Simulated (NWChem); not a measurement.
Program: NWChem. System: H$_{5}$BN$_{2}$, charge 0, spin multiplicity 1, at a geometry optimised with PBE0/def2-SVP. The structure started from a generated list of species. Level: RHF/6-311++G** (spherical d).

The NWChem input:

```
start mol
memory heap 200 mb stack 900 mb global 1100 mb
geometry units angstroms nocenter noautoz
  B      0.000000     0.000000     0.493211
  H      0.000000     0.000000     1.706812
  N      1.243095     0.000000    -0.175939
  H      2.117778     0.000000     0.325975
  H      1.352224     0.000000    -1.180840
  N     -1.243095     0.000000    -0.175939
  H     -1.352224     0.000000    -1.180840
  H     -2.117778     0.000000     0.325975
  symmetry group C2v
end
basis spherical
  * library 6-311++g**
end
scf
  rhf
  nopen 0
  maxiter 100
  thresh 1e-7
  semidirect memsize 60000000 filesize 0
end
task scf energy
```

Output (cleaned and shortened):

```
             Northwest Computational Chemistry Package (NWChem) 7.3.0
             --------------------------------------------------------

                                NWChem Input Module
                                -------------------

 Scaling coordinates for geometry "geometry" by  1.889725989
 (inverse scale =  0.529177249)

 Turning off AUTOSYM since
 SYMMETRY directive was detected!

                             Geometry "geometry" -> ""
                             -------------------------

 Output coordinates in angstroms (scale by  1.889725989 to convert to a.u.)

  No.       Tag          Charge          X              Y              Z
 ---- ---------------- ---------- -------------- -------------- --------------
    1 B                    5.0000     0.00000000     0.00000000     0.49321100
    2 H                    1.0000     0.00000000     0.00000000     1.70681200
    3 N                    7.0000     1.24309500     0.00000000    -0.17593900
    4 H                    1.0000     2.11777800     0.00000000     0.32597500
    5 H                    1.0000     1.35222400     0.00000000    -1.18084000
    6 N                    7.0000    -1.24309500     0.00000000    -0.17593900
    7 H                    1.0000    -1.35222400     0.00000000    -1.18084000
    8 H                    1.0000    -2.11777800     0.00000000     0.32597500

 Effective nuclear repulsion energy (a.u.)      68.5768740276

            Nuclear Dipole moment (a.u.)
            ----------------------------
        X                 Y               Z
 ---------------- ---------------- ----------------
    -0.0000000000     0.0000000000    -0.0000170075

      Symmetry information
      --------------------

 Group name             C2v
 Group number             16
 Group order               4
 No. of unique centers     5

      Symmetry unique atoms

     1    2    3    4    5


 Summary of "ao basis" -> "" (spherical)
 ------------------------------------------------------------------------------
       Tag                 Description            Shells   Functions and Types
 ---------------- ------------------------------  ------  ---------------------
 *                         6-311++g**                 on all atoms

 Summary of "ao basis" -> "ao basis" (spherical)
 ------------------------------------------------------------------------------
       Tag                 Description            Shells   Functions and Types
 ---------------- ------------------------------  ------  ---------------------
 B                         6-311++g**               10       22   5s4p1d
 H                         6-311++g**                5        7   4s1p
 N                         6-311++g**               10       22   5s4p1d

                                 NWChem SCF Module
                                 -----------------

  ao basis        = "ao basis"
  functions       =   101
  atoms           =     8
  closed shells   =    12
  open shells     =     0
  charge          =   0.00
  wavefunction    = RHF
  use symmetry    = T
  symmetry adapt  = T

 Summary of "ao basis" -> "ao basis" (spherical)
 ------------------------------------------------------------------------------
       Tag                 Description            Shells   Functions and Types
 ---------------- ------------------------------  ------  ---------------------
 B                         6-311++g**               10       22   5s4p1d
 H                         6-311++g**                5        7   4s1p
[...]
 Nuclear repulsion energy =     68.576874027605

        Time for solution =      0.6s

       Symmetry analysis of molecular orbitals - final
       -----------------------------------------------

  Numbering of irreducible representations:

     1 a1          2 a2          3 b1          4 b2

  Orbital symmetries:

     1 b1          2 a1          3 a1          4 a1          5 b1
     6 a1          7 a1          8 b1          9 b1         10 a1
    11 b2         12 a2         13 a1         14 b1         15 a1
    16 b2         17 b1         18 a1         19 a1         20 b1
    21 a1         22 b2

             Final eigenvalues
             -----------------

              1
    1  -15.5331
    2  -15.5331
    3   -7.5871
    4   -1.1581
    5   -1.1198
    6   -0.7124
    7   -0.6822
    8   -0.6527
    9   -0.5891
   10   -0.4790
   11   -0.4589
   12   -0.3785
   13    0.0456
   14    0.0583
   15    0.0647
   16    0.0843
   17    0.0878
   18    0.1000
   19    0.1090
   20    0.1299
   21    0.1498
   22    0.1994

                       ROHF Final Molecular Orbital Analysis
                       -------------------------------------

 Vector   10  Occ=2.000000D+00  E=-4.790411D-01  Symmetry=a1
              MO Center=  1.4D-16, -5.0D-32,  1.0D+00, r^2= 1.8D+00
   Bfn.  Coefficient  Atom+Function         Bfn.  Coefficient  Atom+Function
  ----- ------------  ---------------      ----- ------------  ---------------
    24      0.290092  2 H  s                  9      0.225914  1 B  pz
    25      0.178294  2 H  s                 23      0.171652  2 H  s
     5      0.157086  1 B  pz

 Vector   11  Occ=2.000000D+00  E=-4.588509D-01  Symmetry=b2
              MO Center=  6.8D-16,  2.6D-17, -8.7D-02, r^2= 2.3D+00
   Bfn.  Coefficient  Atom+Function         Bfn.  Coefficient  Atom+Function
  ----- ------------  ---------------      ----- ------------  ---------------
    37      0.261223  3 N  py                41      0.262405  3 N  py
    73      0.261223  6 N  py                77      0.262405  6 N  py
    33      0.162658  3 N  py                69      0.162658  6 N  py

 Vector   12  Occ=2.000000D+00  E=-3.785245D-01  Symmetry=a2
              MO Center=  1.4D-15, -1.9D-17, -1.6D-01, r^2= 2.6D+00
   Bfn.  Coefficient  Atom+Function         Bfn.  Coefficient  Atom+Function
  ----- ------------  ---------------      ----- ------------  ---------------
    41      0.317321  3 N  py                77     -0.317321  6 N  py
    37      0.294086  3 N  py                73     -0.294086  6 N  py
    33      0.185412  3 N  py                69     -0.185412  6 N  py

 Vector   13  Occ=0.000000D+00  E= 4.563361D-02  Symmetry=a1
              MO Center=  5.4D-16,  6.5D-17, -1.6D+00, r^2= 1.5D+01
   Bfn.  Coefficient  Atom+Function         Bfn.  Coefficient  Atom+Function
  ----- ------------  ---------------      ----- ------------  ---------------
    26      2.307771  2 H  s                 62     -1.780266  5 H  s
    91     -1.780266  7 H  s                 17     -1.546642  1 B  pz
    43      1.479416  3 N  s                 79      1.479416  6 N  s
    14     -0.914394  1 B  s                 10     -0.515918  1 B  s
    13      0.477060  1 B  pz                55     -0.322252  4 H  s

 Vector   14  Occ=0.000000D+00  E= 5.831358D-02  Symmetry=b1
              MO Center=  5.2D-15,  3.8D-17,  2.5D-02, r^2= 2.0D+01
   Bfn.  Coefficient  Atom+Function         Bfn.  Coefficient  Atom+Function
  ----- ------------  ---------------      ----- ------------  ---------------
    55      2.192510  4 H  s                 98     -2.192510  8 H  s
    43     -1.349181  3 N  s                 79      1.349181  6 N  s
    44     -0.959357  3 N  px                80     -0.959357  6 N  px
    54      0.608759  4 H  s                 97     -0.608759  8 H  s
    15     -0.553269  1 B  px                46     -0.540030  3 N  pz

 Vector   15  Occ=0.000000D+00  E= 6.468635D-02  Symmetry=a1
              MO Center= -9.0D-16, -1.2D-18,  6.6D-01, r^2= 1.9D+01
   Bfn.  Coefficient  Atom+Function         Bfn.  Coefficient  Atom+Function
  ----- ------------  ---------------      ----- ------------  ---------------
    26      2.723198  2 H  s                 17     -2.400480  1 B  pz
    14     -1.896647  1 B  s                 55     -1.254489  4 H  s
    98     -1.254489  8 H  s                 46      1.104799  3 N  pz
    82      1.104799  6 N  pz                62      0.619249  5 H  s
    91      0.619249  7 H  s                 13     -0.615034  1 B  pz

 center of mass
 --------------
 x =  -0.00000000 y =   0.00000000 z =   0.02143039

 moments of inertia (a.u.)
 ------------------
          33.925531255079           0.000000000000          -0.000000000000
           0.000000000000         233.916795969696           0.000000000000
          -0.000000000000           0.000000000000         199.991264714618

  Mulliken analysis of the total density
  --------------------------------------

    Atom       Charge   Shell Charges
 -----------   ------   -------------------------------------------------------
    1 B    5     4.43   1.13  0.86  0.45  0.60  0.96  0.18  0.11 -0.02 -0.02  0.18
    2 H    1     1.10   0.25  0.59  0.21  0.02  0.01
    3 N    7     7.75   1.09  0.90  0.77  0.81  1.87  0.65  1.42  0.06  0.16  0.02
    4 H    1     0.74   0.26  0.44 -0.02  0.01  0.05
    5 H    1     0.75   0.26  0.44  0.00  0.00  0.05
    6 N    7     7.75   1.09  0.90  0.77  0.81  1.87  0.65  1.42  0.06  0.16  0.02
    7 H    1     0.75   0.26  0.44  0.00  0.00  0.05
    8 H    1     0.74   0.26  0.44 -0.02  0.01  0.05

       Multipole analysis of the density wrt the origin
       ------------------------------------------------

     L   x y z        total         open         nuclear
     -   - - -        -----         ----         -------
     0   0 0 0     -0.000000      0.000000     24.000000

     1   1 0 0     -0.000000      0.000000     -0.000000
     1   0 1 0      0.000000      0.000000      0.000000
     1   0 0 1     -0.489075      0.000000     -0.000017

     2   2 0 0    -10.631473      0.000000    122.348161
     2   1 1 0     -0.000000      0.000000      0.000000
     2   1 0 1     -0.000000      0.000000      0.000000
     2   0 2 0    -16.884782      0.000000      0.000000
     2   0 1 1     -0.000000      0.000000      0.000000
     2   0 0 2    -13.153129      0.000000     27.012037

 Task  times  cpu:        1.2s     wall:        1.2s

 Total times  cpu:        1.2s     wall:        1.2s
```
